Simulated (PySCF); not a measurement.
## Correlation energy of Br²⁺ (bromine, charge +2)

[Ar] 3d10 4s2 4p3, high-spin 4S determinant. All numbers are calculated (PySCF 2.14, no relativity, point nucleus, in def2-TZVP (6s5p4d1f, 48 functions)). Frozen: [Ar] 3d10; 5 electrons correlated.

MP2 pair energies summed by pair of shells (mhartree):

| pair | energy | share (%) |
| --- | --- | --- |
| 4s-4p | -53.28 | 67.0 |
| 4p-4p | -17.63 | 22.2 |
| 4s-4s | -8.62 | 10.8 |

Total MP2 correlation energy: -79.53 mhartree.

Same-spin part -20.63 and opposite-spin part -58.91 mhartree; SCS-MP2 scales them by 1/3 and 6/5 to -77.57 mhartree.

| level | correlation energy (mhartree) |
| --- | --- |
| CCSD | -94.80 |
| (T) | -2.45 |
| CCSD(T) | -97.25 |

Diagnostics: T1 = 0.0017, D1 = 0.0033, largest double amplitude 0.052.

Is a single reference adequate?

Yes, within this model without spin-orbit coupling: T1 lies below 0.03 and no double amplitude reaches 0.07.
